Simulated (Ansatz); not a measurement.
The cluster Rb₃. Charge 0, multiplicity 2. Geometry B3LYP/def2-TZVP; atoms count from 1.

```tsv
atom	x (Å)	y (Å)	z (Å)
Rb1	2.2135	1.9616	-2.2378
Rb2	-2.5071	-2.6592	0.6280
Rb3	0.2935	0.6976	1.6097
```

In the def2 sets Rb takes a core potential; there is no spin–orbit coupling. The structure comes from a short search, and lower isomers may exist.

(1) Estimate the Mulliken populations from the PBE0/def2-TZVP orbitals of Ansatz.

(2) Where does the spin sit?

(3) And the Mayer bond orders between bonded heavy atoms (over 0.3)?

Results:

(1) 
```
atom  charge (e)  spin (α − β)
 Rb1       -0.11          0.60
 Rb2       -0.11          0.60
 Rb3        0.22         -0.20
```
Mulliken values and Mayer orders depend strongly on the basis.

(2) Summed by element: Rb 1.00, of 1 unpaired in all. Largest on single atoms: Rb1 0.60, Rb2 0.60, Rb3 -0.20.

(3) Rb1–Rb3 0.50 (4.48 Å); Rb2–Rb3 0.50 (4.48 Å).
